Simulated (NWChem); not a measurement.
# Lowest excitation of HCl3Si

```
Si
H 1 1.4749
Cl 1 2.0577 2 109.48
Cl 1 2.0577 2 109.48 3 120.00
Cl 1 2.0577 2 109.49 3 -120.00
```
Charge 0, spin multiplicity 1.

Program: NWChem. The geometry was optimised at B3LYP/def2-SVP, a minimum by its harmonic frequencies.

Basis set: def2-SVP.

| method | lowest vertical singlet excitation energy (eV) | relative cost | difference from EOM-CCSD |
|---|---|---|---|
| CIS | 9.51 | 1 | +0.86 |
| TD-PBE | 6.93 | under 3 | -1.72 |
| EOM-CCSD | 8.65 | 3 | 0.00 |
| TD-PBE0 | 7.71 | 3 | -0.94 |
| TD-B3LYP | 7.48 | 4 | -1.16 |

The values span 2.58 eV, from TD-PBE (lowest) to CIS (highest). Costs are rough ratios of processor time within this set of runs, SCF included, with CIS as 1.

The correlated methods keep 20 core orbitals frozen. B3LYP has NWChem's definition, with VWN1-RPA local correlation. The structure started from a generated list of species. Differences from the coupled-cluster row are differences between methods, not errors against experiment.
